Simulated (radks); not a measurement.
All-electron atom: Li in [He] 2s1.

Method: non-relativistic Kohn-Sham, LDA (Slater exchange, VWN5 correlation), spin-polarised, spherical densities, point nucleus; open shells are filled with parallel spins first; computed with a radial shooting solver on a logarithmic mesh with Libxc functionals.

Energy parts (hartree):
total: -7.34396
kinetic: 7.24989
electron-nucleus: -16.93792
Hartree: 4.00926
exchange-correlation: -1.66519

Orbitals (lengths in bohr, moments of r in powers of bohr):
orbital  occ.  eigenvalue (hartree)   <1/r>
1s up       1              -1.87493   2.641
1s down     1              -1.86718   2.642
2s up       1              -0.11631  0.3631
2s down     0              -0.07685  0.3314
2p up       0              -0.04920  0.2743
2p down     0              -0.02030  0.2198

The highest occupied level is 2s up at -3.165 eV. The density falls to 0.001 e/bohr^3 at r = 4.16 bohr. Spin moment in Bohr magnetons: 1. The electron density at the nucleus is 13.57 e/bohr^3. Virial ratio -V/T = 2.01297. Summed over all electrons, <r^2> = 18.30 bohr^2, which gives a Langevin (diamagnetic) susceptibility term of -14.5 x 10^-6 cm^3/mol. The spin density at the nucleus is 0.2286 e/bohr^3 (1s 0.0036, 2s 0.2250), a Fermi contact field of 12 T.
